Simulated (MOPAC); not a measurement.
Input file for MOPAC: PM6 on C2H10OSi (a complex), monomers drawn apart or pushed together.

```
PM6 1SCF PRECISE CHARGE=0 THREADS=1
C2H10OSi

C      0.33690447 1    -0.27052916 1    -0.27642208 1
O      0.52992809 1     0.78422274 1     0.65793276 1
H     -0.21442391 1    -1.10856820 1     0.16176226 1
H      1.32677896 1    -0.62096859 1    -0.56477889 1
H     -0.18588020 1     0.07090175 1    -1.17587299 1
H     -0.33089921 1     1.10811658 1     0.94282948 1
C      1.27523169 1     0.30220177 1     4.48461910 1
Si    -0.44449800 1    -0.34987389 1     4.14234612 1
H      1.74346469 1     0.60843298 1     3.54886416 1
H      1.89501270 1    -0.46550438 1     4.95172974 1
H      1.24059503 1     1.16221270 1     5.15597091 1
H     -1.29775909 1     0.69253817 1     3.51187716 1
H     -1.11841827 1    -0.76296545 1     5.39936534 1
H     -0.41311933 1    -1.52317857 1     3.23648600 1
```

The log:

```
*******************************************************************************
 **                                                                           **
 **                              MOPAC v23.2.5                                **
 **                                                                           **
 *******************************************************************************
 ** MOPAC's Digital Object Identifier: https://doi.org/10.5281/zenodo.6511958 **
 **                                                                           **
 ** Please cite the open-source release paper for use of this MOPAC version:  **
 ** J. E. Moussa and J. J. P. Stewart (2026)                                  **
 ** MOPAC: An open-source semiempirical molecular orbital program             **
 ** J. Open Source Softw., 11(119), 8025, https://doi.org/10.21105/joss.08025 **
 *******************************************************************************

                              PM6 CALCULATION RESULTS

 *******************************************************************************
 *  PM6        - The PM6 Hamiltonian to be used
 *
 *
 *
 *                 CHARGE ON SYSTEM = 0
 *
 *
 *
 *  PRECISE    - TIGHTER CRITERIA TO BE USED
 *  1SCF       - DO 1 SCF AND THEN STOP
 *  THREADS=1  - MULTI-THREADING NOT USED
 *  T=         - A TIME OF 172800.0 SECONDS REQUESTED
 *  DUMP=N     - RESTART FILE WRITTEN EVERY 7200.0 SECONDS REQUESTED
 *******************************************************************************
PM6 1SCF PRECISE CHARGE=0 THREADS=1
 C2H10OSi

   ATOM   CHEMICAL          X               Y               Z
  NUMBER   SYMBOL      (ANGSTROMS)     (ANGSTROMS)     (ANGSTROMS)

     1       C          0.33690447  *  -0.27052916  *  -0.27642208  *
     2       O          0.52992809  *   0.78422274  *   0.65793276  *
     3       H         -0.21442391  *  -1.10856820  *   0.16176226  *
     4       H          1.32677896  *  -0.62096859  *  -0.56477889  *
     5       H         -0.18588020  *   0.07090175  *  -1.17587299  *
     6       H         -0.33089921  *   1.10811658  *   0.94282948  *
     7       C          1.27523169  *   0.30220177  *   4.48461910  *
     8      Si         -0.44449800  *  -0.34987389  *   4.14234612  *
     9       H          1.74346469  *   0.60843298  *   3.54886416  *
    10       H          1.89501270  *  -0.46550438  *   4.95172974  *
    11       H          1.24059503  *   1.16221270  *   5.15597091  *
    12       H         -1.29775909  *   0.69253817  *   3.51187716  *
    13       H         -1.11841827  *  -0.76296545  *   5.39936534  *
    14       H         -0.41311933  *  -1.52317857  *   3.23648600  *



          CARTESIAN COORDINATES

    NO.       ATOM           X           Y           Z

     1         C          0.3369     -0.2705     -0.2764
     2         O          0.5299      0.7842      0.6579
     3         H         -0.2144     -1.1086      0.1618
     4         H          1.3268     -0.6210     -0.5648
     5         H         -0.1859      0.0709     -1.1759
     6         H         -0.3309      1.1081      0.9428
     7         C          1.2752      0.3022      4.4846
     8        Si         -0.4445     -0.3499      4.1423
     9         H          1.7435      0.6084      3.5489
    10         H          1.8950     -0.4655      4.9517
    11         H          1.2406      1.1622      5.1560
    12         H         -1.2978      0.6925      3.5119
    13         H         -1.1184     -0.7630      5.3994
    14         H         -0.4131     -1.5232      3.2365

 General Reference for PM6:
 "Optimization of Parameters for Semiempirical Methods V: Modification of NDDO Approximations
 and Application to 70 Elements", J. J. P. Stewart, J. Mol. Mod., 13, 1173-1213 (2007)
 URL: https://link.springer.com/article/10.1007/s00894-007-0233-4

           Empirical Formula: C2 H10 O Si  =    14 atoms



      MOLECULAR POINT GROUP   :   C1


      RHF CALCULATION, NO. OF DOUBLY OCCUPIED LEVELS = 14


 -------------------------------------------------------------------------------
 PM6 1SCF PRECISE CHARGE=0 THREADS=1
 C2H10OSi



     1SCF WAS SPECIFIED, SO BFGS WAS NOT USED
     SCF FIELD WAS ACHIEVED


                              PM6 CALCULATION
                                                       MOPAC v23.2.5 Linux




          FINAL HEAT OF FORMATION =        -59.51727 KCAL/MOL =    -249.02027 KJ/MOL


          COSMO AREA              =        147.46 SQUARE ANGSTROMS
          COSMO VOLUME            =        136.31 CUBIC ANGSTROMS

          IONIZATION POTENTIAL    =         10.502328 EV
          HOMO LUMO ENERGIES (EV) =        -10.502  0.629
          NO. OF FILLED LEVELS    =         14
          MOLECULAR WEIGHT        =         78.1859         POINT GROUP:  C1

          MOLECULAR DIMENSIONS (Angstroms)

            Atom       Atom       Distance
            H    13    H     5     6.69318
            H    11    H     3     3.56008
            H    10    H    12     3.30456


          SCF CALCULATIONS        =          1





   ATOM   CHEMICAL          X               Y               Z
  NUMBER   SYMBOL      (ANGSTROMS)     (ANGSTROMS)     (ANGSTROMS)

     1       C          0.33690447  *  -0.27052916  *  -0.27642208  *
     2       O          0.52992809  *   0.78422274  *   0.65793276  *
     3       H         -0.21442391  *  -1.10856820  *   0.16176226  *
     4       H          1.32677896  *  -0.62096859  *  -0.56477889  *
     5       H         -0.18588020  *   0.07090175  *  -1.17587299  *
     6       H         -0.33089921  *   1.10811658  *   0.94282948  *
     7       C          1.27523169  *   0.30220177  *   4.48461910  *
     8      Si         -0.44449800  *  -0.34987389  *   4.14234612  *
     9       H          1.74346469  *   0.60843298  *   3.54886416  *
    10       H          1.89501270  *  -0.46550438  *   4.95172974  *
    11       H          1.24059503  *   1.16221270  *   5.15597091  *
    12       H         -1.29775909  *   0.69253817  *   3.51187716  *
    13       H         -1.11841827  *  -0.76296545  *   5.39936534  *
    14       H         -0.41311933  *  -1.52317857  *   3.23648600  *

                             CARTESIAN COORDINATES

   1    C        0.336904470    -0.270529160    -0.276422080
   2    O        0.529928090     0.784222740     0.657932760
   3    H       -0.214423910    -1.108568200     0.161762260
   4    H        1.326778960    -0.620968590    -0.564778890
   5    H       -0.185880200     0.070901750    -1.175872990
   6    H       -0.330899210     1.108116580     0.942829480
   7    C        1.275231690     0.302201770     4.484619100
   8   Si       -0.444498000    -0.349873890     4.142346120
   9    H        1.743464690     0.608432980     3.548864160
  10    H        1.895012700    -0.465504380     4.951729740
  11    H        1.240595030     1.162212700     5.155970910
  12    H       -1.297759090     0.692538170     3.511877160
  13    H       -1.118418270    -0.762965450     5.399365340
  14    H       -0.413119330    -1.523178570     3.236486000


           Empirical Formula: C2 H10 O Si  =    14 atoms



      MOLECULAR POINT GROUP   :   C1


                  EIGENVALUES
 -30.04728 -24.85827 -24.75809 -18.11762 -17.85798 -15.37767 -15.09199 -13.88699
 -13.86965 -12.44230 -11.20806 -11.17079 -10.93459 -10.50233   0.62857   1.23912
   1.25823   1.97806   1.98719   2.76225   2.99829   4.59481   4.74887   4.78897
   5.10514   5.26806   5.70984   6.03172   6.04049   6.12411   7.26832


              NET ATOMIC CHARGES AND DIPOLE CONTRIBUTIONS

  ATOM NO.   TYPE          CHARGE      No. of ELECS.   s-Pop       p-Pop       d-Pop
    1          C          -0.180535        4.1805     1.08424     3.09629
    2          O          -0.519630        6.5196     1.81242     4.70721
    3          H           0.123400        0.8766     0.87660
    4          H           0.153121        0.8469     0.84688
    5          H           0.121400        0.8786     0.87860
    6          H           0.303051        0.6969     0.69695
    7          C          -0.811050        4.8111     1.07746     3.73359
    8         Si           0.228378        3.7716     1.20328     1.96352     0.60482
    9          H           0.209134        0.7909     0.79087
   10          H           0.197952        0.8020     0.80205
   11          H           0.198022        0.8020     0.80198
   12          H          -0.012040        1.0120     1.01204
   13          H          -0.005186        1.0052     1.00519
   14          H          -0.006018        1.0060     1.00602
 DIPOLE           X         Y         Z       TOTAL
 POINT-CHG.    -1.964    -1.446    -1.216     2.725
 HYBRID         1.017     0.693     0.400     1.294
 SUM           -0.947    -0.753    -0.816     1.459


          ATOMIC ORBITAL ELECTRON POPULATIONS

     Atom    s        px        py        pz      x^2-y^2     xz        z^2       yz        xy
    1  C   1.08424   1.15600   0.95124   0.98906
    2  O   1.81242   1.45536   1.58297   1.66888
    3  H   0.87660
    4  H   0.84688
    5  H   0.87860
    6  H   0.69695
    7  C   1.07746   1.31467   1.21453   1.20440
    8 Si   1.20328   0.55527   0.69451   0.71374   0.09944   0.13301   0.06988   0.17230   0.13019
    9  H   0.79087
   10  H   0.80205
   11  H   0.80198
   12  H   1.01204
   13  H   1.00519
   14  H   1.00602

 **********************
 *                    *
 * JOB ENDED NORMALLY *
 *                    *
 **********************




 == MOPAC DONE ==
```

The run finished.

Cost: about 0.05 core-seconds (a rough figure).
